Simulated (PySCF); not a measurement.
Compound: C8H9F3.
Atom-mapped SMILES: `[F:1][C:2]([F:3])=[C:4]([F:5])[C@:6]12[CH2:7][CH2:8][C@H:9]([CH2:10]1)[CH2:11]2` (hydrogens: H12, H13 on C7; H14, H15 on C8; H16 on C9; H17, H18 on C10; H19, H20 on C11)

Level of theory: PBE0-D3(BJ)/def2-SVP geometry optimisation, gas phase (PySCF).

Question: List the bond lengths, angles and torsions at this level.

Answer: 
| bond | length (Å) |
| --- | --- |
| F1–C2 | 1.310 |
| C2–F3 | 1.313 |
| C2=C4 | 1.334 |
| C4–F5 | 1.342 |
| C4–C6 | 1.474 |
| C6–C7 | 1.535 |
| C7–C8 | 1.552 |
| C8–C9 | 1.532 |
| C9–C10, C9–C11 | 1.542 |
| C6–C10, C6–C11 | 1.554 |
| C7–H12, C7–H13 | 1.099 |
| C8–H14, C8–H15 | 1.100 |
| C9–H16 | 1.098 |
| C10–H17, C11–H20 | 1.099 |
| C10–H18, C11–H19 | 1.102 |

Bonds in one row agree within 0.01 Å and their mean is given. A selection of angles:
| angle | degrees |
| --- | --- |
| F1–C2–F3 | 111.6 |
| F1–C2–C4 | 123.9 |
| F3–C2–C4 | 124.5 |
| C2–C4–F5 | 116.7 |
| C2–C4–C6 | 128.7 |
| F5–C4–C6 | 114.6 |
| C4–C6–C7 | 120.7 |
| C4–C6–C10 | 120.2 |
| C7–C6–C10 | 101.9 |
| C10–C6–C11 | 85.4 |
| C6–C7–C8 | 99.0 |
| C7–C8–C9 | 99.5 |
| C8–C9–C10 | 101.9 |
| C10–C9–C11 | 86.2 |
| C6–C10–C9 | 82.7 |

Dihedral angles: F1–C2–C4–F5 0° (synperiplanar); C2–C4–C6–C7 -1° (synperiplanar); C4–C6–C7–C8 180° (antiperiplanar); C6–C7–C8–C9 0° (synperiplanar); C7–C8–C9–C10 44° (synclinal); C8–C9–C10–C6 -66° (synclinal); C8–C9–C11–C6 66° (synclinal); C4–C6–C10–C9 -157° (antiperiplanar); C4–C6–C11–C9 157° (antiperiplanar).

The 5-membered ring C6–C7–C8–C9–C10 has internal angles of 82.7° to 101.9°; it is puckered, 0.32 Å rms from its mean plane, widest ring torsion 66°. The 3 C–F bonds span 1.310 Å (F1–C2, drawn single) to 1.342 Å (C4–F5, drawn single), a spread of 0.032 Å. The 4-membered ring C6–C10–C9–C11 has internal angles of 82.7° to 86.2° (sum 337°, against 360° for a flat polygon); it is puckered, 0.25 Å rms from its mean plane, widest ring torsion 35°. The 5-membered ring C6–C7–C8–C9–C11 has internal angles of 82.7° to 101.9°; it is puckered, 0.32 Å rms from its mean plane, widest ring torsion 66°. The C–C distances run from 1.334 Å (C2=C4, drawn double) to 1.554 Å (C6–C10, drawn single), a spread of 0.220 Å. Of the pairs four or more bonds apart, F3···C7 is among the closest relative to their van der Waals radii: 2.88 Å, 91 % of the sum of Bondi's values.

Point group: Cs (tolerance 0.08 Å). Whether it is a minimum is left open (no frequencies). The numbers are those of one conformer.
